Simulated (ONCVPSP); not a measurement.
## gold (Au): excitation energies, all-electron against ONCV

* Element: Au (Z = 79)
* Generator: ONCVPSP 4.0.1
* Type: optimised norm-conserving Vanderbilt (ONCV)
* Functional: PBEsol
* Relativity: scalar-relativistic
* Frozen core: [Kr] 4d10 4f14
* Valence charge: 19
* Reference configuration: 5s2 5p6 5d9 (charge +2)
* Partial waves: 5s: rc 1.45 bohr, ncon 4, nbas 7, qcut 8.3 1/bohr, 2 projectors, debl 0.3 Ha; 5p: rc 1.85 bohr, ncon 4, nbas 8, qcut 9.4 1/bohr, 2 projectors, debl 1.5 Ha; 5d: rc 1.35 bohr, ncon 4, nbas 7, qcut 8.4 1/bohr, 3 projectors, debl 2 Ha; f scattering state at 0.38 Ha: rc 1.40 bohr, ncon 3, nbas 7, qcut 8.9 1/bohr, 2 projectors, debl 2.4 Ha
* Local potential: polynomial inside 1.00 bohr (lpopt 5, dvloc0 2 Ha)
* Core correction: Teter function, fcfact 3.5, rcfact 1.3

In the s channel the program set the typed energies aside and used -4.780, 0.050 Ha. In the p channel the program set the typed energies aside and used -2.989, 0.050 Ha.

Energies are relative to the spin-unpolarised reference configuration 5s2 5p6 5d9; without spin polarisation the order of configurations can differ from experiment.

| valence configuration | charge | ΔE all-electron (eV) | error AE − PS (meV) |
| --- | --- | --- | --- |
| 5s2 5p6 5d10 6s1 | 0 | -30.678 | +6.7 |
| 5s2 5p6 5d10 | +1 | -21.238 | +2.4 |
| 5s2 5p6 5d7 | +4 | 81.649 | -24 |

(1) What are ΔE and the potential's error for 5s2 5p6 5d8?

Note: no bound ghost flagged; GHOST(+) flagged for s at 118.5 eV.

Results:

(1) ΔE = 33.908 eV all-electron; the error (AE − PS) is -8.2 meV.
